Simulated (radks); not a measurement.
Question: Species: Ar+. Configuration: [Ne] 3s2 3p5. Calculated with a radial shooting solver on a logarithmic mesh with Libxc functionals: scalar-relativistic Kohn-Sham, LB94 model potential, spin-polarised, spherical densities, finite nucleus; open shells are filled with parallel spins first; Fermi nuclear charge, rms radius 3.4274 fm. Some entries of the table are withheld. Estimate them.

orbital  occ.  eigenvalue (Ry)  <1/r> (bohr^-1)
1s down     1        -234.2994            17.73
1s up       1        -234.2952            17.73
2s up       1              (1)            3.549
2s down     1              (2)            3.546
2p up       3              (3)            3.477
2p down     3              (4)            3.474
3s up       1         -3.13936              (5)
3s down     1         -3.09981              (6)
3p up       3         -2.08618           0.8820
3p down     2         -2.04521           0.8859

Answer: 
(1) 2s up eigenvalue (Ry): -24.12463
(2) 2s down eigenvalue (Ry): -24.11807
(3) 2p up eigenvalue (Ry): -19.22143
(4) 2p down eigenvalue (Ry): -19.21029
(5) 3s up <1/r> (bohr^-1): 1.016
(6) 3s down <1/r> (bohr^-1): 1.022
